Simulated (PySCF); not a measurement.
# Electron correlation in Ba⁺ (barium, charge +1)

[Xe] 6s1, 2S determinant. Computed with PySCF 2.14 in x2c-TZVPPall with one added diffuse shell each of s, p, d type (12s8p7d2f1g, 94 functions), with the spin-free X2C one-electron Hamiltonian (Gaussian nucleus). Frozen: [Kr] 4d10; 9 electrons correlated.

```json
{"level": "CCSD", "correlation energy (mhartree)": "-183.96"}
{"level": "(T)", "correlation energy (mhartree)": "-5.08"}
{"level": "CCSD(T)", "correlation energy (mhartree)": "-189.04"}
```

Diagnostics: T1 = 0.011, D1 = 0.0461, largest double amplitude 0.020.

Cost of the coupled-cluster step: of the order of 20 core-seconds, for 9 correlated electrons.

Iterations:

```
CC2 = 0
CCSD nocc = (np.int64(5), np.int64(4)), nmo = (71, 71)
frozen orbitals [[0, 1, 2, 3, 4, 5, 6, 7, 8, 9, 10, 11, 12, 13, 14, 15, 16, 17, 18, 19, 20, 21, 22], [0, 1, 2, 3, 4, 5, 6, 7, 8, 9, 10, 11, 12, 13, 14, 15, 16, 17, 18, 19, 20, 21, 22]]
max_cycle = 100
direct = 0
conv_tol = 1e-08
conv_tol_normt = 1e-06
diis_space = 8
diis_start_cycle = 0
Init t2, MP2 energy = -0.166066211897113
Init E_corr(UCCSD) = -0.166066211962287
cycle = 1  E_corr(UCCSD) = -0.179554166517268  dE = -0.0134879546  norm(t1,t2) = 0.0429254
cycle = 2  E_corr(UCCSD) = -0.182868064712906  dE = -0.0033138982  norm(t1,t2) = 0.0133281
cycle = 3  E_corr(UCCSD) = -0.18409149713545  dE = -0.00122343242  norm(t1,t2) = 0.0052488
cycle = 4  E_corr(UCCSD) = -0.18397491155929  dE = 0.000116585576  norm(t1,t2) = 0.000617416
cycle = 5  E_corr(UCCSD) = -0.183959117518969  dE = 1.57940403e-05  norm(t1,t2) = 8.85574e-05
cycle = 6  E_corr(UCCSD) = -0.183959453177292  dE = -3.35658323e-07  norm(t1,t2) = 1.39055e-05
cycle = 7  E_corr(UCCSD) = -0.183959466499266  dE = -1.33219737e-08  norm(t1,t2) = 1.59698e-06
cycle = 8  E_corr(UCCSD) = -0.183959451051569  dE = 1.54476972e-08  norm(t1,t2) = 3.23659e-07
cycle = 9  E_corr(UCCSD) = -0.183959452133346  dE = -1.08177753e-09  norm(t1,t2) = 5.83197e-08
UCCSD converged
E(UCCSD) = -8131.627985598913  E_corr = -0.1839594521333461
UCCSD(T) correction = -0.00507902995819594
```

This basis was not built for core-valence correlation, so the inner-shell part is incomplete.
